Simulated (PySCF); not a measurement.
B(Cl)2(NCO) (CBCl2NO), SMILES O=C=NB(Cl)Cl.

Geometry: PBE0-D3(BJ)/def2-SVP. This is a generated structure with no PubChem entry under its InChIKey; it may be hypothetical. The values are those of a single conformer.

These are PBE0-D3(BJ)/def2-SVP (PySCF) values and carry that method's errors.

Frequencies are harmonic and unscaled.

```
mode  ν (cm⁻¹)  IR (km/mol)  moving atoms (share of kinetic energy)
----  --------  -----------  --------------------------------------
1           27          0.0                 Cl 39 %, O 36 %, N 21 %
2           97          0.2                          N 62 %, O 23 %
3          246          1.8                  Cl 68 %, O 11 %, N 8 %
4          355          1.8                         N 52 %, Cl 38 %
5          477          4.6                  Cl 71 %, O 14 %, C 9 %
6          509         12.6                                  B 85 %
7          596         34.9                  C 71 %, O 16 %, N 12 %
8          633         37.8                  C 71 %, N 15 %, O 14 %
9          993        412.7                         B 86 %, Cl 13 %
10        1062        381.2                          B 71 %, O 22 %
11        1674        200.0                  N 53 %, O 29 %, B 15 %
12        2514       1870.3                  C 68 %, N 20 %, O 12 %
```
